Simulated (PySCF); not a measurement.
C₂H₁₀OSi₃, SMILES O[Si@@H]1C[C@H]([SiH3])[SiH2]1. Atoms are numbered in the order given.

```xyz
16

O      2.8140     1.3985     0.2989
Si     1.6268     0.4182    -0.3508
C     -0.1634     1.0546    -0.5922
C     -0.8791    -0.3393    -0.5017
Si    -2.7036    -0.2743    -0.0439
Si     0.3387    -1.2289     0.7066
H      2.6863     1.7013     1.2055
H      2.1862    -0.0513    -1.6483
H     -0.3906     1.6188    -1.5111
H     -0.4553     1.6910     0.2625
H     -0.7895    -0.8642    -1.4704
H     -3.2735    -1.6513     0.0630
H     -3.4979     0.4871    -1.0566
H     -2.8534     0.4097     1.2758
H      0.4820    -2.7072     0.5583
H     -0.0181    -0.9229     2.1269
```
Charge 0, spin multiplicity 1.

Coordinates come from a B3LYP-D3(BJ)/def2-SVP optimisation. The structure was generated by enumeration; whether it is a known compound was not checked. Other conformers were not sampled.

Method: PySCF with SMD-ωB97X/def2-SVP.

Solvation free energies are E(SMD) − E(gas) at the gas-phase geometry, for 1 M in both phases. In vacuum the dipole moment is 0.84 D.

```csv
solvent,ΔG(solv) (kcal/mol),its non-electrostatic (CDS) part,dipole (D)
water,[?],[?],[?]
dichloromethane,-4.6,-1.1,1.01
chlorobenzene,-3.6,-1.1,0.95
```

Complete the blanks. (Estimate from the structure and the level; the computed values follow.)


- water, ΔG(solv) (kcal/mol): -1.6
- water, its non-electrostatic (CDS) part: 4.5
- water, dipole (D): 1.10
